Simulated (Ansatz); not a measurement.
A run for Ansatz (a first-principles code): R-CCSD(T)/def2-TZVPP on C2H6Sn (SMILES [CH3][Sn][CH3]), a point of a bond scan (R = 1.094 Å). Elements past Kr take the def2 small-core potentials; no spin–orbit coupling. The run froze 11 orbitals, filled d shells among them.

Ansatz 0.2 input:
```yaml
crystal:
  periodic: [false, false, false]
  atoms:
    - {symbol: Sn, position_ang: [0.11049966, -0.05642200, 0.41150884]}
    - {symbol: C, position_ang: [0.48886593, 1.54481729, -1.06852756]}
    - {symbol: H, position_ang: [-0.46779753, 1.93775913, -1.42440115]}
    - {symbol: H, position_ang: [1.00714018, 1.11945612, -1.93265368]}
    - {symbol: H, position_ang: [1.08249157, 2.36337787, -0.66374796]}
    - {symbol: C, position_ang: [-1.05454507, -1.25597708, -1.03810297]}
    - {symbol: H, position_ang: [-0.42606318, -1.48134684, -1.90440157]}
    - {symbol: H, position_ang: [-1.90100089, -0.66304383, -1.39614904]}
    - {symbol: H, position_ang: [-1.42567856, -2.18814390, -0.61430550]}
basis:
  gaussian:
    orbitals: def2-TZVPP
    pivot_positions_ang: [[0.11049966, -0.05642200, 0.41150884], [0.48886593, 1.54481729, -1.06852756], [-0.46779753, 1.93775913, -1.42440115], [1.00714018, 1.11945612, -1.93265368], [1.08249157, 2.36337787, -0.66374796], [-1.05454507, -1.25597708, -1.03810297], [-0.42606318, -1.48134684, -1.90440157], [-1.90100089, -0.66304383, -1.39614904], [-1.42567856, -2.18814390, -0.61430550]]
magnetization: {spin_polarized: false}
correlation: {method: ccsd_t, electrons: outside_noble_gas}
scf: {lower_state_search: off}
output: {orbitals: {seedname: ./end}}
```

Give the final energy of this run.

-293.0965 hartree (reference determinant -292.5872, T1 diagnostic 0.011).

How many basis functions does it have, and what does it roughly cost on one machine?

196 functions; around 25 core-seconds (rough).
